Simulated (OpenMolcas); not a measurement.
Cu2+ among 6 point charges of -2 e arranged as an octahedron (Oh).

| Property | Result |
| --- | --- |
| Program | OpenMolcas |
| Method | CASSCF |
| Basis | ANO-RCC-VDZP [5s4p2d1f] |
| Scalar Hamiltonian | DKH2, point nucleus |
| Active space | 9 electrons in 5 orbitals (3d) |
| State averaging | 2S+1 = 2 even, 5 roots |
| Spin-orbit coupling | RASSI with atomic mean-field integrals over the reference wave functions |

All point charges move together. At R = 1.93 Å |10Dq| is 4204 cm-1, and at R = 2.16 Å it is 2556 cm-1.

**Question.** A third run gives 5165 cm-1. What distance was it run at?

**Answer.** With a power law R^-n the two known points give n = -ln(2556 / 4204) / ln(2.16 / 1.93) = 4.42. Then R = 1.93 × (4204 / 5165)^(1/4.42) = 1.842 Å. The run was at 1.84 Å, so the estimate is off by +0.002 Å.

An orbital doublet at a regular site is open to a Jahn-Teller distortion, which this geometry leaves out. The ground term spreads over less than 5000 cm-1, several times less than with real ligands, so orbital moments are less quenched and χT lies further from the spin-only value than at real sites (holds for R = 1.93; R = 2.16). This is an electrostatic model: the charges have no orbitals. No measured value stands beside these numbers.
